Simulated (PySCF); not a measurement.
H₂O₂Si (calculated)

Computed with PySCF 2.14.0. Calculation on a computer-drawn molecule: vertical ionisation energy to the stated ion spin, frozen-core CCSD(T) at the basis limit and cheaper methods, single-reference cases, UHF for radicals, no spin-orbit; all values are single points at the evaluated structure, the first of each entry, which is the reference or a displaced copy of it and isn't optimised; the reference structure only sets the zero of the energies above reference; triples share is (T) over the correlation energy.

Common to all runs: charge 0; multiplicity 1; ion multiplicity 2; diffuse functions no; basis cc-pV(n+d)Z; reference is the Hartree-Fock double-zeta minimum; best is HF at quadruple zeta + MP2 correlation extrapolated from triple and quadruple zeta + CCSD(T) minus MP2 at triple zeta; basis step is the size of the change from the same recipe one zeta lower.

(1) H₂O₂Si

Evaluated structure:
```xyz
5
H2O2Si
O     -2.6480     0.1116    -0.2079
Si    -2.6464     0.6398    -1.7667
O     -1.1117     0.3387    -2.2922
H     -1.7268    -0.3550     0.3590
H     -0.4279    -0.0480    -1.7675
```

Reference structure:
```xyz
5
H2O2Si
O     -2.6486     0.1177    -0.2030
Si    -2.6477     0.6465    -1.7692
O     -1.1089     0.3444    -2.2921
H     -1.9036    -0.2639     0.2402
H     -0.4250    -0.0461    -1.7660
```

Results for H₂O₂Si: ionisation energy best 9.95 eV; ionisation energy basis step 0.05343 eV; energy above reference best 18.07 kcal/mol; energy above reference basis step 0.3671 kcal/mol; ionisation energy Koopmans at triple zeta 9.697 eV; ionisation energy EOM CCSD at triple zeta 9.831 eV; total energy HF triple zeta -439.9309 hartree; total energy CCSD(T) triple zeta -440.5598 hartree; total energy best -440.6583 hartree; T1 diagnostic at triple zeta 0.01507; D1 diagnostic at triple zeta 0.04483; ion T1 diagnostic at triple zeta 0.01836; ion D1 diagnostic at triple zeta 0.05984; ion spin squared at triple zeta 0.7539; triples share at triple zeta 0.03741; basis functions triple zeta 127; dipole magnitude HF at triple zeta 3.117 debye; dipole magnitude CCSD unrelaxed at triple zeta 2.87 debye; dipole magnitude PBE at triple zeta 2.759 debye; dipole magnitude r2SCAN at triple zeta 2.912 debye; dipole magnitude B3LYP at triple zeta 2.742 debye; dipole magnitude wB97X at triple zeta 3.011 debye.

Drawn bonds:
```
atom  other atom  order
   1           2      1
   2           3      1
   1           4      1
   3           5      1
```

Triple zeta:
```
 method  ionisation energy (eV)  energy above reference (kcal/mol)
     HF                   8.669                              23.91
    PBE                   9.641                              14.89
 r2SCAN                    9.54                              16.93
  B3LYP                   9.819                              17.07
  wB97X                   9.803                              18.71
    MP2                   9.556                              17.99
   CCSD                   9.747                              18.87
CCSD(T)                    9.77                                 18
```

(2) H₂O₂Si

Evaluated structure:
```xyz
5
H2O2Si
O     -2.6480     0.1116    -0.2079
Si    -2.6464     0.6398    -1.7667
O     -1.1117     0.3387    -2.2922
H     -1.5727    -0.4330     0.4539
H     -0.4279    -0.0480    -1.7675
```

Reference structure:
```xyz
5
H2O2Si
O     -2.6486     0.1177    -0.2030
Si    -2.6477     0.6465    -1.7692
O     -1.1089     0.3444    -2.2921
H     -1.9036    -0.2639     0.2402
H     -0.4250    -0.0461    -1.7660
```

Results for H₂O₂Si: ionisation energy best 9.951 eV; ionisation energy basis step 0.04624 eV; energy above reference best 44.37 kcal/mol; energy above reference basis step 0.6248 kcal/mol; ionisation energy Koopmans at triple zeta 9.67 eV; ionisation energy EOM CCSD at triple zeta 9.814 eV; total energy HF triple zeta -439.8789 hartree; total energy CCSD(T) triple zeta -440.5175 hartree; total energy best -440.6163 hartree; T1 diagnostic at triple zeta 0.01667; D1 diagnostic at triple zeta 0.0485; ion T1 diagnostic at triple zeta 0.02052; ion D1 diagnostic at triple zeta 0.06173; ion spin squared at triple zeta 0.7602; triples share at triple zeta 0.03945; basis functions triple zeta 127; dipole magnitude HF at triple zeta 3.133 debye; dipole magnitude CCSD unrelaxed at triple zeta 2.758 debye; dipole magnitude PBE at triple zeta 2.486 debye; dipole magnitude r2SCAN at triple zeta 2.657 debye; dipole magnitude B3LYP at triple zeta 2.539 debye; dipole magnitude wB97X at triple zeta 2.955 debye.

Drawn bonds:
```
atom  other atom  order
   1           2      1
   2           3      1
   1           4      1
   3           5      1
```

Triple zeta:
```
 method  ionisation energy (eV)  energy above reference (kcal/mol)
     HF                   8.616                              56.55
    PBE                   9.667                              38.56
 r2SCAN                   9.564                              42.33
  B3LYP                   9.822                              42.82
  wB97X                   9.768                              46.68
    MP2                   9.548                              45.18
   CCSD                   9.742                              46.43
CCSD(T)                   9.776                              44.51
```
